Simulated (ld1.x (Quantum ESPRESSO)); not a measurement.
**Sr (Z = 38), PAW: configuration errors across variants**

Sr (Z = 38), PAW, made with ld1.x (Quantum ESPRESSO) 7.5 (PBE, scalar-relativistic). Core [Ar] 3d10, reference 4s2 4p6 4d0 5s1 5p0 (charge +1). Waves: 4s (bound): rcut 2.15, rcutus 2.60 bohr; 5s (bound): rcut 2.15, rcutus 2.60 bohr; 4p (bound): rcut 2.20, rcutus 2.40 bohr; 5p (bound, empty): rcut 2.20, rcutus 2.40 bohr; 4d (bound, empty): rcut 2.05, rcutus 2.70 bohr; 4d channel at 3.65 Ry: rcut 2.05, rcutus 2.70 bohr. Local part: all-electron potential smoothed inside 1.95 bohr (lloc = -1). Core correction: Bessel-smoothed model core inside 2.35 bohr. Augmentation charge: BESSEL, radius 1.50 bohr.

All-electron excitation energies from the reference (eV): (1) 4s2 4p6 4d0 5s2 5p0 -5.885; (2) 4s2 4p6 4d0 5s0 5p0 11.007; (3) 4s2 4p6 4d0 5s1.5 5p0 -3.546; (4) 4s1 4p6 4d0 5s2 5p0 41.136; (5) 4s2 4p6 4d1 5s1 5p0 -3.561; (6) 4s2 4p6 4d0 5s1 5p1 -3.586; (7) 4s2 4p6 4d1 5s0 5p0 1.764.

The overlap operator is not positive definite (basis up to 400 Ry) in “base”, “waves 4p (bound): rcut 2.08, rcutus 2.20 bohr; 5p (bound): rcut 2.08, rcutus 2.20 bohr”, “wave 4d channel at 3.65 Ry: rcut 2.05, rcutus 2.70 bohr becomes 4d channel at 0.31 Ry: rcut 2.05, rcutus 2.70 bohr”, “all radii but the core radius scaled by about 0.95 (s 2.48, p 2.28, d 2.58 bohr, rcut 2.04/2.10/1.96); local potential all-electron potential smoothed inside 1.86 bohr (lloc = -1); augmentation BESSEL, radius 1.42 bohr”, “waves 4d (bound): rcut 2.05, rcutus 2.96 bohr; 4d channel at 3.65 Ry: rcut 2.05, rcutus 2.96 bohr”, “local potential all-electron potential smoothed inside 1.02 bohr (lloc = -1)”. Such files are unfit for use, however small their errors in these radial tests.

2 further variants failed, have other tests or another functional or relativity, and are left out.

Errors AE − PS in meV (a dash: test not solved or not reliable):

| change | (1) | (2) | (3) | (4) | (5) | (6) | (7) | bound ghosts |
| --- | --- | --- | --- | --- | --- | --- | --- | --- |
| base | +0.2 | -0.6 | +0.2 | -13 | -0.6 | +0.4 | -1.3 | not determined (overlap not positive) |
| waves 4p (bound): rcut 2.08, rcutus 2.20 bohr; 5p (bound): rcut 2.08, rcutus 2.20 bohr | +0.2 | -0.7 | +0.2 | – | – | – | – | not determined (overlap not positive) |
| wave 4d channel at 3.65 Ry: rcut 2.05, rcutus 2.70 bohr becomes 4d channel at 0.31 Ry: rcut 2.05, rcutus 2.70 bohr | +0.2 | -0.6 | +0.2 | -13 | -1.4 | +0.4 | -1.8 | not determined (overlap not positive) |
| all radii but the core radius scaled by about 0.95 (s 2.48, p 2.28, d 2.58 bohr, rcut 2.04/2.10/1.96); local potential all-electron potential smoothed inside 1.86 bohr (lloc = -1); augmentation BESSEL, radius 1.42 bohr | +0.3 | -0.7 | +0.2 | – | – | – | – | not determined (overlap not positive) |
| waves 4d (bound): rcut 2.05, rcutus 2.96 bohr; 4d channel at 3.65 Ry: rcut 2.05, rcutus 2.96 bohr | +0.2 | -0.6 | +0.2 | -13 | -0.3 | +0.4 | -0.6 | not determined (overlap not positive) |
| local potential all-electron potential smoothed inside 1.02 bohr (lloc = -1) | -6.8 | 0.0 | -1.7 | -273 | -10.0 | -0.1 | -1.1 | not determined (overlap not positive) |

Give the same row for: type ultrasoft; local potential all-electron potential smoothed inside 2.65 bohr (lloc = -2); augmentation built from norm-conserving waves at rcut, not smoothed further.

-628, +1509, -395, -3417, +588, -110, +1498; bound ghosts: not determined.
